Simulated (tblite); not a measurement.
C6H6BrP.
Bonds: C1–C2, C2–P3 (aromatic), P3–C4 (aromatic), C4–C5 (aromatic), C5–C6 (aromatic), C6–C7 (aromatic), C7–Br8, C2–C7 (aromatic). Hydrogens: H9, H10, H11 on C1; H12 on C4; H13 on C5; H14 on C6.

Computed with GFN2-xTB (tblite), gas phase: L-BFGS steps from a force-field or distance-geometry start until the largest atomic force falls under 0.01 eV/Å.

Step 0: E = -611.2642 eV
```
atom  x, y, z in Å  |  force x, y, z in eV/Å
C1     -2.2478   -0.7561    0.0381   -0.295   0.029  -0.065
C2     -0.7979   -0.4092    0.0011    2.110  -0.741   0.040
P3      0.3952   -1.8675   -0.0282    0.330   3.232  -0.053
C4      1.9904   -0.9789   -0.0651   -1.794  -0.804   0.148
C5      2.1171    0.3946   -0.0361   -0.615   0.117  -0.089
C6      1.0374    1.2963   -0.0124    0.239  -0.472   0.025
C7     -0.3145    0.9156    0.0118    0.488  -1.337  -0.054
Br8    -1.5567    2.3749    0.0637   -0.184  -0.073  -0.007
H9     -2.7171   -0.3613    0.9489    0.071   0.109  -0.257
H10    -2.4369   -1.8353    0.0349    0.331   0.162  -0.032
H11    -2.7642   -0.3394   -0.8410    0.113   0.036   0.331
H12     2.8804   -1.6085   -0.0814   -0.303   0.187  -0.009
H13     3.1216    0.8147   -0.0508   -0.232  -0.038   0.011
H14     1.2923    2.3596   -0.0057   -0.259  -0.407   0.012
```

Step 1: E = -611.5043 eV
```
atom  x, y, z in Å  |  force x, y, z in eV/Å
C1     -2.2520   -0.7557    0.0372    0.500   0.021  -0.006
C2     -0.7677   -0.4198    0.0016    0.618  -0.450   0.048
P3      0.3999   -1.8213   -0.0290    0.021   1.701  -0.041
C4      1.9648   -0.9904   -0.0630   -0.689   0.075   0.112
C5      2.1083    0.3962   -0.0374   -0.187  -0.333  -0.079
C6      1.0408    1.2895   -0.0120    0.024  -0.182   0.019
C7     -0.3075    0.8965    0.0110    0.461  -0.561  -0.032
Br8    -1.5593    2.3738    0.0635   -0.032  -0.284  -0.014
H9     -2.7161   -0.3597    0.9453    0.095   0.130  -0.172
H10    -2.4321   -1.8329    0.0345    0.271   0.074  -0.031
H11    -2.7626   -0.3389   -0.8362    0.103   0.095   0.176
H12     2.8761   -1.6058   -0.0816   -0.591   0.233   0.000
H13     3.1183    0.8142   -0.0506   -0.342  -0.137   0.006
H14     1.2886    2.3538   -0.0055   -0.253  -0.381   0.012
```

Step 2: E = -611.5946 eV
```
atom  x, y, z in Å  |  force x, y, z in eV/Å
C1     -2.2401   -0.7550    0.0368    0.477  -0.015   0.017
C2     -0.7457   -0.4335    0.0030   -0.398   0.340   0.045
P3      0.4014   -1.7683   -0.0302   -0.346  -0.365  -0.028
C4      1.9419   -0.9909   -0.0597    0.432   0.503   0.048
C5      2.1017    0.3881   -0.0397    0.075   0.018  -0.036
C6      1.0422    1.2835   -0.0115   -0.020  -0.173   0.002
C7     -0.2943    0.8783    0.0100    0.177   0.100   0.000
Br8    -1.5607    2.3664    0.0632    0.075  -0.419  -0.018
H9     -2.7135   -0.3561    0.9401    0.196   0.105  -0.154
H10    -2.4243   -1.8306    0.0336    0.256   0.031  -0.025
H11    -2.7597   -0.3364   -0.8308    0.201   0.088   0.134
H12     2.8601   -1.5993   -0.0816   -0.666   0.158   0.008
H13     3.1089    0.8106   -0.0504   -0.277  -0.176  -0.004
H14     1.2813    2.3429   -0.0052   -0.182  -0.195   0.012
```

Question: Estimate the geometry and energy of step 3. (The exact step hangs on the optimiser's Hessian estimate; all steps are aligned on step 2, rigid shifts and turns removed.)

Answer: E = -611.6164 eV, largest force 0.440 eV/Å
```
atom  x, y, z in Å  |  force x, y, z in eV/Å
C1     -2.2338   -0.7552    0.0370    0.282   0.026   0.011
C2     -0.7478   -0.4302    0.0037   -0.222   0.167   0.031
P3      0.3972   -1.7677   -0.0306   -0.163  -0.229  -0.026
C4      1.9448   -0.9852   -0.0588   -0.001   0.273   0.041
C5      2.1018    0.3883   -0.0403    0.075   0.045  -0.023
C6      1.0423    1.2804   -0.0114   -0.021  -0.038   0.000
C7     -0.2910    0.8774    0.0099    0.059   0.139   0.007
Br8    -1.5599    2.3604    0.0630    0.058  -0.367  -0.017
H9     -2.7107   -0.3544    0.9376    0.193   0.095  -0.126
H10    -2.4202   -1.8299    0.0332    0.265   0.016  -0.021
H11    -2.7567   -0.3351   -0.8284    0.204   0.078   0.115
H12     2.8503   -1.5968   -0.0815   -0.438   0.046   0.006
H13     3.1046    0.8081   -0.0505   -0.131  -0.096  -0.007
H14     1.2784    2.3394   -0.0050   -0.160  -0.157   0.011
```

The energy changes by -0.0219 eV. The first-order estimate −F·Δx gives -0.0270 eV and the mean of the old and new forces, exact on a quadratic surface, -0.0219 eV. The step makes an angle of 23° with the force vector and moves no atom by more than 0.010 Å.

The cost below is that of the whole relaxation. On one thread of an Arm Neoverse V1 (shared host), this took 0.16 s wall.
